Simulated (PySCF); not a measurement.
ZrO₂, SMILES [O]=[Zr]=[O], multiplicity 1.

Geometry: PBE-D3(BJ)/def2-TZVP. The multiplicity is an assumed one; other spin states were not compared. The isomer is the one that the SMILES or the coordinates give; other isomers of the formula were not compared. The def2 effective core potentials stand for the cores of Zr; spin–orbit coupling is left out.

Computed with PBE-D3(BJ)/def2-TZVP run with PySCF.

Frequencies are harmonic and unscaled.

```json
[
 {"mode": "1", "ν (cm⁻¹)": "304", "IR (km/mol)": "6.0", "moving atoms (share of kinetic energy)": "O 87 %, Zr 13 %"},
 {"mode": "2", "ν (cm⁻¹)": "844", "IR (km/mol)": "275.0", "moving atoms (share of kinetic energy)": "O 82 %, Zr 18 %"},
 {"mode": "3", "ν (cm⁻¹)": "910", "IR (km/mol)": "36.5", "moving atoms (share of kinetic energy)": "O 87 %, Zr 13 %"}
]
```
